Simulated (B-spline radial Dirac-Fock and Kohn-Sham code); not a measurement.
X-ray lines that fill the 2p3/2 vacancy in Er

System: neutral erbium in the configuration [Xe] 4f12 6s2.

Method: independent-particle rates on relativistic LDA orbitals of the hole state (multipoles up to L = 3, Coulomb Auger matrix elements, transition energies from Dirac-Fock). Computed with an atomic code on a B-spline grid.

| line | multipole | energy (eV) | width (meV) | share (%) | tabulated share (%) |
| --- | --- | --- | --- | --- | --- |
| L3-M1 | E1 | 6134.4 | 28.3 | 3.40 | 3.53 |
| L3-M2 | E2 | 6349.5 | 0.262 | 0.0315 | – |
| L3-M3 | E2 | 6542.7 | 0.239 | 0.0288 | – |
| L3-M4 | E1 | 6905.7 | 69.1 | 8.32 | 8.29 |
| L3-M5 | E1 | 6946.9 | 610 | 73.5 | 73.3 |
| L3-N1 | E1 | 7900.2 | 6.72 | 0.809 | 0.829 |
| L3-N4 | E1 | 8173.1 | 11.5 | 1.38 | 1.39 |
| L3-N5 | E1 | 8180.9 | 103 | 12.4 | 12.4 |
| L3-O1 | E1 | 8297.4 | 1.11 | 0.134 | – |

The listed lines hold 99.9 % of the radiative rate. The radiative width is 0.831 eV in the length form and 0.842 eV in the velocity form; the two differ because the transition energies are not eigenvalue differences of the potential that gave the orbitals. Tabulated shares: Scofield radiative rates as tabulated in xraylib 4.2.
